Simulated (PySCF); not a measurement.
# Different ions with Cl ligands: square pyramidal complexes compared

All values are computed with PySCF: state-averaged CASSCF of the d shell with SC-NEVPT2, spin-free X2C, triple-zeta basis on the metal and double-zeta on the ligands, mean-field spin-orbit coupling; DFT geometries.

```tsv
complex	point group	M–L / Å	L–M–L / ° (cis)	solvent
[VCl5]3-	C2v	2.45–2.51	89–100	water
[CrCl5]3-	C2v	2.42–2.70	89–100	water
[CrCl5]2-	C4v	2.25–2.33	89–99	water
[NiCl5]3-	C2v	2.37–2.45	88–103	water
[CuCl5]3-	C2v	2.35–2.66	89–102	water
```

Problem. Rank by the spin-orbit constant ζ, lowest first.
A. [VCl5]3-
B. [CrCl5]2-
C. [CrCl5]3-
D. [NiCl5]3-
E. [CuCl5]3-

Solution. A (159 cm⁻¹), C (224 cm⁻¹), B (235 cm⁻¹), D (644 cm⁻¹), E (801 cm⁻¹).

Problem. What are the ground states and moments?

Solution. 
| complex | shell | ground state (NEVPT2) | total orbital splitting (CASSCF fit) / cm⁻¹ | μeff(300 K) / μB |
| --- | --- | --- | --- | --- |
| [VCl5]3- | d3 | 4A1 | 8542 | 3.83 |
| [CrCl5]3- | d4 | 5A1 | 9566 | 4.88 |
| [CrCl5]2- | d3 | 4B1 | 12786 | 3.83 |
| [NiCl5]3- | d8 | 3A1 | 5024 | 3.70 |
| [CuCl5]3- | d9 | 2A1 | 5970 | 2.08 |

The d shell alone makes Cu(II) chlorides too ionic and overstates the moment of [CuCl5]3-.
